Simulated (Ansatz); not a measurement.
Sr5S4. The state is a singlet with charge 0. Geometry PBE0-D4/def2-SVP; atoms count from 1.

```xyz
9

Sr    1.357   -1.636    1.828
Sr   -0.799   -0.638   -2.114
Sr    3.057    0.952   -0.489
Sr   -0.550    2.268    0.284
Sr   -2.473   -1.647    1.281
S    -0.334   -2.637   -0.188
S    -2.686    0.557   -0.360
S     0.894    1.606   -2.069
S     1.534    1.174    1.827
```

In the def2 sets Sr takes a core potential; there is no spin–orbit coupling. The restricted singlet is unstable towards broken spin symmetry at other levels; at PBE0-D4/def2-TZVP this wasn't settled. The geometry of the singlet was relaxed on an unsound state (restricted singlet, unstable towards broken spin symmetry at other levels and untested here). Another isomer (singlet) lies 0.89 eV lower at PBE0-D4/def2-TZVP; other spin states weren't run for this one.

Question: Estimate the Mulliken populations from the PBE0/def2-TZVP orbitals of Ansatz.

Answer: 
```
atom  charge (e)
 Sr1        0.49
 Sr2        1.06
 Sr3        0.74
 Sr4        1.06
 Sr5        0.74
  S6       -1.00
  S7       -1.04
  S8       -1.04
  S9       -1.00
```
Mulliken values and Mayer orders depend strongly on the basis.

Question: And the Mayer bond orders between bonded heavy atoms (over 0.3)?

Answer: Sr1–Sr3 0.49 (3.87 Å); Sr1–Sr5 0.48 (3.87 Å); Sr1–S6 0.54 (2.82 Å); Sr1–S9 0.54 (2.82 Å); Sr2–S6 0.55 (2.81 Å); Sr2–S7 0.54 (2.84 Å); Sr2–S8 0.51 (2.81 Å); Sr3–S8 0.62 (2.76 Å); Sr3–S9 0.62 (2.78 Å); Sr4–S7 0.51 (2.81 Å); Sr4–S8 0.54 (2.84 Å); Sr4–S9 0.55 (2.81 Å); Sr5–S6 0.62 (2.78 Å); Sr5–S7 0.63 (2.76 Å).
